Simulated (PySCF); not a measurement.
C₇H₉O₂ (doublet state).
Cartesian coordinates in Å at the GFN2-xTB level; atoms count from 1:
```xyz
18
C7H9O2 angstrom
C     -3.101   -0.408   -0.352
C     -1.930    0.558   -0.453
C     -0.632   -0.065   -0.030
O     -0.481   -1.199    0.339
C      0.549    0.938   -0.099
O      0.308    2.148   -0.115
C      1.777    0.305   -0.151
C      2.448   -0.982   -0.260
C      3.103    0.285   -0.768
H     -3.214   -0.758    0.671
H     -4.021    0.083   -0.659
H     -2.934   -1.273   -0.988
H     -1.801    0.922   -1.476
H     -2.081    1.443    0.170
H      2.067   -1.706   -0.970
H      2.822   -1.441    0.645
H      3.186    0.444   -1.835
H      3.926    0.712   -0.211
```

The hyperfine couplings belong to this conformer and change with its torsions.

Identity: `C1C[C]1C(=O)C(=O)CC` [radical].

Method: UKS B3LYP, pcH-1 on C H O, non-relativistic, mean-field spin-orbit, GIAO in PySCF 2.14.0. Geometry: GFN2-xTB, one conformer, isolated molecule. The geometry wasn't refined by DFT: couplings that depend on bond lengths, twists or pyramidal angles can differ widely from those at the functional's own minimum. The frame is twisted about the C5–C7 bond at this geometry (dihedral C3–C5–C7–C8 = 6°); couplings at other torsion angles weren't computed. The SCF solution wasn't tested for stability.

Principal values of hyperfine tensors in MHz (contact and dipolar terms together), for some of the nuclei:

```
atom  isotope       A1      A2      A3
  C7      13C    18.67   22.28  191.17
 H18       1H    69.13   69.67   79.15
 H15       1H    62.49   64.24   72.27
 H16       1H    58.04   58.85   69.39
 H17       1H    46.95   47.77   56.71
  O6      17O  -132.90   29.69   31.12
  C9      13C   -23.28  -19.09  -17.25
  C8      13C   -22.31  -18.28  -16.30
```

Problem. Give the isotropic coupling of each nucleus in MHz and in mT (g = 2.0050), and the anisotropic part.

Solution. a_iso is a third of the trace, T = A − a_iso, and a(mT) = a(MHz)/(g × 13.996).

| atom | a_iso (MHz) | a_iso (mT) | T1 | T2 | T3 |
| --- | --- | --- | --- | --- | --- |
| C7 | 77.37 | 2.757 | -58.71 | -55.09 | 113.80 |
| H18 | 72.65 | 2.589 | -3.53 | -2.98 | 6.50 |
| H15 | 66.34 | 2.364 | -3.84 | -2.09 | 5.93 |
| H16 | 62.09 | 2.213 | -4.06 | -3.24 | 7.30 |
| H17 | 50.48 | 1.799 | -3.53 | -2.70 | 6.23 |
| O6 | -24.03 | -0.856 | -108.87 | 53.72 | 55.15 |
| C9 | -19.88 | -0.708 | -3.40 | 0.78 | 2.62 |
| C8 | -18.96 | -0.676 | -3.35 | 0.68 | 2.67 |

Problem. What spin density at the nucleus of H16 lies behind its contact coupling (g_N = 5.58569)?

Solution. a_FC = (2μ0/3) gₑ μB g_N μN ρ(0)/(2S·h) = 800.24 MHz × g_N × ρ(0)/(2S), with ρ in bohr⁻³. With a_FC = 62.09 MHz and 2S = 1, ρ(0) = 0.01389 bohr⁻³. In magnitude that is 4.4 % of the 1/π = 0.318 of a free hydrogen atom.

Problem. C5 (13C, g_N = 1.40482) isn't in the table. Its spin density at the nucleus is -0.0345 bohr⁻³. What is its contact coupling?

Solution. By the same relation, a_FC = -38.8 MHz. Its full tensor has the principal values -54.06, -32.92, -29.38 MHz.

Problem. In a single crystal, with the field along each principal axis of the tensor of C7 in turn, what first-order splitting does this nucleus give (isotropic g, quadrupole terms neglected)?

Solution. 2 lines (I = 1/2), spaced by |A_i|/(g × 13.996): 0.67, 0.79, 6.81 mT along the axes of A1, A2 and A3.
